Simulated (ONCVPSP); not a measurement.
# Pseudopotential generation for oxygen: ONCV, revPBE, scalar-relativistic.

ONCVPSP 4.0.1 was run on this input:

```
# ATOM AND REFERENCE CONFIGURATION
# atsym  z   nc   nv     iexc    psfile
  O 8.00    1    2  -102130      upf
#
#   n    l    f
    1    0    2.00
    2    0    2.00
    2    1    3.75
#
# PSEUDOPOTENTIAL AND OPTIMIZATION
# lmax
    2
#
#   l,   rc,      ep,       ncon, nbas, qcut
    0    0.70    0.00    4    8    8.10
    1    1.55    0.00    4    8    7.10
    2    1.40    0.07    4    9    7.90
#
# LOCAL POTENTIAL
# lloc, lpopt,  rc(5),   dvloc0
    0    5    0.70    0.00
#
# VANDERBILT-KLEINMAN-BYLANDER PROJECTORs
# l, nproj, debl
    0    0    3.30
    1    1    0.40
    2    2    3.60
#
# MODEL CORE CHARGE
# icmod, fcfact, rcfact
    2    0.30    0.95
#
# LOG DERIVATIVE ANALYSIS
# epsh1, epsh2, depsh
   -3.00    5.00    0.02
#
# OUTPUT GRID
# rlmax, drl
    6.00    0.01
#
# TEST CONFIGURATIONS
# ncnf
    4
# nvcnf
#   n    l    f
    2
    2    0    2.00
    2    1    4.00
#
    2
    2    0    2.00
    2    1    3.00
#
    2
    2    0    2.00
    2    1    2.00
#
    2
    2    0    1.00
    2    1    4.00
#
```

Command:

```bash
oncvpsp.x < O.dat > O.out
```

The program printed (shortened: citation, most of the input echo, consistency checks and plot data are left out):

```
ONCVPSP  (Optimized Norm-Conservinng Vanderbilt PSeudopotential)
scalar-relativistic version 4.0.1

#   n    l    f        energy (Ha)
    1    0    2.00    -1.9079125E+01
    2    0    2.00    -1.0143810E+00
    2    1    3.75    -4.5829008E-01

Reference configufation results
  iterations    19
  all-electron total energy (Ha)   -7.49624291D+01

Begin loop to  construct optimized pseudo wave functions
and semi-local pseudopoentials for all angular momenta

Calculating optimized projector #   1

 for l=   0

    Fraction of norm inside rc  0.190201
    Optimizing pswf for qcut=   8.07 a_B^-1,  ecut=  32.59 Ha
    Residual kinetic energy error=  4.33D-03 Ha

    Energy error per electron        Cutoff
         Ha          eV             Ha
         0.01000     0.27211       27.59
         0.00100     0.02721       67.28
         0.00010     0.00272      257.69
         0.00001     0.00027      335.45

Calculating optimized projector #   1

 for l=   1

    Fraction of norm inside rc  0.749445
    Optimizing pswf for qcut=   7.10 a_B^-1,  ecut=  25.19 Ha
    Residual kinetic energy error=  2.35D-04 Ha

    Energy error per electron        Cutoff
         Ha          eV             Ha
         0.01000     0.27211       17.92
         0.00100     0.02721       22.31
         0.00010     0.00272       37.94
         0.00001     0.00027       85.28

   Wellstate for l =  2  n =  3
     eigenvalue =   0.0700
     asymptotic potential =   0.5700
     half-point radius = 19.1430

   Wellstate for l =  2  n =  5
     eigenvalue =   3.6700
     asymptotic potential =   4.1700
     half-point radius =  3.2782

Calculating optimized projector #   1

 for l=   2

    Fraction of norm inside rc  0.000423
    Optimizing pswf for qcut=   7.89 a_B^-1,  ecut=  31.11 Ha
    Residual kinetic energy error=  9.71D-09 Ha

    Energy error per electron        Cutoff
         Ha          eV             Ha
         0.01000     0.27211        0.31
         0.00100     0.02721        0.95
         0.00010     0.00272        4.06
         0.00001     0.00027       10.65

Calculating optimized projector #   2

 for l=   2

    Fraction of norm inside rc  0.137276
    Optimizing pswf for qcut=   7.89 a_B^-1,  ecut=  31.11 Ha
    Residual kinetic energy error=  1.09D-04 Ha

    Energy error per electron        Cutoff
         Ha          eV             Ha
         0.01000     0.27211       16.37
         0.00100     0.02721       24.43
         0.00010     0.00272       31.39
         0.00001     0.00027       76.07

Construct Vanderbilt / Kleinmman-Bylander projectors

B matrix Hermiticity error, ll=   2
   1   2   -4.2920E-06

  Orthonormal projector coefficients -3.4717E+00 -1.1433E+00

Model core correction analysis
  based on d2Exc/dn_idn_j

d2excae - all-electron derivatives

   -5.536504D-02   -4.785844D-02
   -4.786088D-02   -4.661221D-02

d2excps - pseudofunction derivatives with no core correction

   -5.320912D-02   -4.936713D-02
   -4.936827D-02   -4.682190D-02

rms 2nd derivative error    1.519895E-03

amplitude prefactor, scale prefactor
    7.1354    1.2732

d2excps - pseudofunction derivatives with core correction

   -5.310161D-02   -4.977179D-02
   -4.977278D-02   -4.739673D-02

rms 2nd derivative error    1.806576E-03

Pseudoatom total energy  -15.496009

Diagnostic tests using Vanderbilt-Kleinman-Bylander pseudopotentials
  1 or more projectors used as specified by nproj input data

   l    rcore       rmatch      e in        delta e   norm test  slope test

   0   0.7004018   0.7216675  -1.0143810  -0.0000137   1.0000041   0.9999865

   1   1.5519534   1.5990740  -0.4582901  -0.0000029   0.9999976   1.0000064

   2   1.4018870   1.4444513   0.0700000   0.0000081   1.0000334   1.0000334
   2   1.4018870   1.4444513   3.6700000   0.0000081   1.0001826   1.0001826

 Testing for bound ghosts
   n   l    E NL Schr. Eq   E Basis Diag.   E Cutoff

   2   1       -0.458293       -0.455931     92.23

 Testing for highly-localized positive-energy ghosts
       l    <radius>/rc     E Basis Diag.   E Cutoff

Test configuration 0

   n   l     f        eae           eps        diff
   1   0  2.0000  -19.07912523
   2   0  2.0000   -1.01438097   -1.01439470   -1.37D-05
   2   1  3.7500   -0.45829008   -0.45829298   -2.89D-06

    Total energies and differences
      AE_ref= -7.49624291D+01  AE_tst= -7.49624291D+01  dif=  0.00D+00
      PS_ref= -1.54960088D+01  PS_tst= -1.54960088D+01  dif= -1.10D-13
      PSP excitation error=  1.10D-13

Test configuration 1

   n   l     f        eae           eps        diff
   1   0  2.0000  -18.92548516
   2   0  2.0000   -0.88190854   -0.88147524    4.33D-04
   2   1  4.0000   -0.32963442   -0.32978247   -1.48D-04

    Total energies and differences
      AE_ref= -7.49624291D+01  AE_tst= -7.50607173D+01  dif= -9.83D-02
      PS_ref= -1.54960088D+01  PS_tst= -1.55943268D+01  dif= -9.83D-02
      PSP excitation error=  2.98D-05

Test configuration 2

   n   l     f        eae           eps        diff
   1   0  2.0000  -19.61894684
   2   0  2.0000   -1.45950537   -1.46017520   -6.70D-04
   2   1  3.0000   -0.89632833   -0.89353118    2.80D-03

    Total energies and differences
      AE_ref= -7.49624291D+01  AE_tst= -7.44590961D+01  dif=  5.03D-01
      PS_ref= -1.54960088D+01  PS_tst= -1.49934163D+01  dif=  5.03D-01
      PSP excitation error=  7.41D-04

Test configuration 3

   n   l     f        eae           eps        diff
   1   0  2.0000  -20.50759344
   2   0  2.0000   -2.14653314   -2.14297966    3.55D-03
   2   1  2.0000   -1.58656790   -1.56904709    1.75D-02

    Total energies and differences
      AE_ref= -7.49624291D+01  AE_tst= -7.32271535D+01  dif=  1.74D+00
      PS_ref= -1.54960088D+01  PS_tst= -1.37701867D+01  dif=  1.73D+00
      PSP excitation error=  9.45D-03

Test configuration 4

   n   l     f        eae           eps        diff
   1   0  2.0000  -19.62381075
   2   0  1.0000   -1.46467600   -1.47117003   -6.49D-03
   2   1  4.0000   -0.90088749   -0.90437188   -3.48D-03

    Total energies and differences
      AE_ref= -7.49624291D+01  AE_tst= -7.38956118D+01  dif=  1.07D+00
      PS_ref= -1.54960088D+01  PS_tst= -1.44266917D+01  dif=  1.07D+00
      PSP excitation error= -2.50D-03
```

The run took about 2.6 s on one core of a shared server CPU.
